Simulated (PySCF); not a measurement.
How methods differ on the excitation energy of Cl²⁺

Cl²⁺ [Ne] 3s2 3p3 (4S) → Cl²⁺ [Ne] 3s2 3p2 3d1 (high-spin determinant), as a difference of total energies. Computed with PySCF 2.14 in aug-cc-pwCVTZ (8s7p5d3f, 75 functions), with no relativity, point nucleus. Correlated levels: nothing frozen. The calculations carry no spin-orbit coupling.

```
                 method  excitation energy (cm⁻¹)
                    UHF                    156550
    MP2 (all electrons)                    151940
SCS-MP2 (all electrons)                    151660
   CCSD (all electrons)                    153100
CCSD(T) (all electrons)                    148250
```

A first-order spin-orbit estimate (lowest level to lowest level, LS coupling) adds -0.064 eV.

The promoted electron is Rydberg-like, and one or two diffuse shells describe it only roughly, which tends to raise the upper state.

The coupled-cluster amplitudes are large for the upper state (T1 above 0.03 or a double amplitude above 0.15), so a single reference is strained.

The determinant of the upper state mixes LS terms, which raises its energy above the lowest term, most at the Hartree-Fock and MP2 levels.
